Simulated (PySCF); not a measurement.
# A search over the determinants of GeSb

Unrestricted PBE0; PySCF, scalar-relativistic core potentials, basis sets Ge def2-SVP, Sb def2-SVP with ECP28. Outer shells of the fragments: Ge 3d10 4s2 4p2; Sb 4d10 5s2 5p3.

Followed along the bond (rough minima from three points):

| 2Ms+1 | unpaired | ⟨S²⟩ at the start | R at minimum (Å) | Te (eV) |
| --- | --- | --- | --- | --- |
| 2 | π ↑ | 0.78 | 2.45 | 0.00 |
| 2 | σ ↑ | 0.87 | 2.34 | 0.30 |
| 4 | σ ↑, π ↑↑ | 3.76 | 2.57 | 1.58 |
| 4 | π ↑↑↑ | 3.76 | none in the scan | ≤ 1.09 |
| 2 | π ↑↑↓ | 1.76 | none in the scan | ≤ 1.43 |

Solutions found at the starting distance of 2.525 Å, counted from the lowest of them; the search is not exhaustive and high or unbound solutions are not listed, so other states can lie among these:

| 2Ms+1 | unpaired | term | E (eV) | ⟨S²⟩ | ⟨Lz²⟩ | μ (D) |
| --- | --- | --- | --- | --- | --- | --- |
| 2 | π ↑ | ²Π | 0.00 | 0.78 | 1.00 | -0.47 |
| 2 | σ ↑ | ²Σ⁺ | 0.52 | 0.87 | 0.00 | -0.52 |
| 4 | π ↑↑↑ | ⁴Π | 1.23 | 3.76 | 1.00 | 0.56 |
| 4 | σ ↑, π ↑↑ | mixed | 1.56 | 3.76 | 2.01 | 0.05 |
| 2 | π ↑↑↓ | mixed | 1.59 | 1.76 | 3.02 | 0.53 |
| 2 | σ ↓, π ↑↑ | mixed | 1.99 | 1.77 | 2.01 | 0.12 |
| 4 | σ ↑, π ↑↑ | mixed | 2.03 | 3.76 | 2.01 | -0.30 |
| 2 | σ ↓, π ↑↑ | mixed | 2.46 | 1.77 | 2.01 | -0.24 |
| 6 | σ ↑, π ↑↑↑↑ | ⁶Σ⁺ | 2.57 | 8.75 | 0.00 | 1.99 |
| 2 | π ↑ | mixed | 2.72 | 0.75 | 3.01 | 0.51 |
| 4 | σ ↓, π ↑↑↑↑ | mixed | 3.46 | 4.78 | 0.00 | 2.32 |
| 4 | σ ↑, π ↑↑ | ⁴Σ⁻ | 4.53 | 3.75 | 0.00 | -0.41 |
| 4 | σ ↑↑, π ↑ | ⁴Π | 4.59 | 3.77 | 1.01 | -0.64 |
| 4 | π ↑↑↑ | ⁴Π | 4.75 | 3.77 | 1.00 | 0.35 |

A term symbol is given only where ⟨S²⟩ and ⟨Lz²⟩ are close to those of a pure state; real π, δ and φ orbitals otherwise mix terms. A positive dipole means Ge(−)Sb(+).

Compare the gap between the two lowest followed solutions at the starting distance with the gap between their minima.

At PBE0 the second solution (doublet, unpaired electrons σ ↑) lies +0.52 eV from the first (doublet, unpaired electrons π ↑) at 2.525 Å and +0.30 eV at the minima; the two curves relax by different amounts, since their minima lie near 2.34 and 2.45 Å.

Spin–orbit coupling is left out. Counting both spins, an empty level lies below a filled one in some of these solutions, because spin and occupation are held.
